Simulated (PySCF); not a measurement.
OsO₄, SMILES [O]=[Os](=[O])(=[O])=[O], multiplicity 1. Atoms are numbered in the order given.

```xyz
5

Os     0.0000     0.0000     0.0000
O     -0.9851     0.9851    -0.9851
O      0.9851     0.9851     0.9851
O      0.9851    -0.9851    -0.9851
O     -0.9851    -0.9851     0.9851
```
Charge 0, spin multiplicity 1.

The structure is a stationary point at B3LYP-D3(BJ)/def2-SVP. The spin state was assumed, not searched. The isomer is the one that the SMILES or the coordinates give; other isomers of the formula were not compared. The def2 effective core potentials stand for the cores of Os; spin–orbit coupling is left out.

The numbers are results of PBE/def2-TZVP (PySCF), not measurements.

Symmetry labels are those of the subgroup D2 that the program uses (full group Td).

Computed valence orbital energies around the gap with their symmetry:
```tsv
orbital	symmetry	energy (eV)
HOMO−7	B3	-13.12
HOMO−6	A	-11.07
HOMO−5	B1	-9.59
HOMO−4	B2	-9.59
HOMO−3	B3	-9.59
HOMO−2	B1	-8.94
HOMO−1	B2	-8.94
HOMO	B3	-8.94
LUMO	A	-4.87
LUMO+1	A	-4.87
LUMO+2	B1	-2.77
LUMO+3	B2	-2.77
```
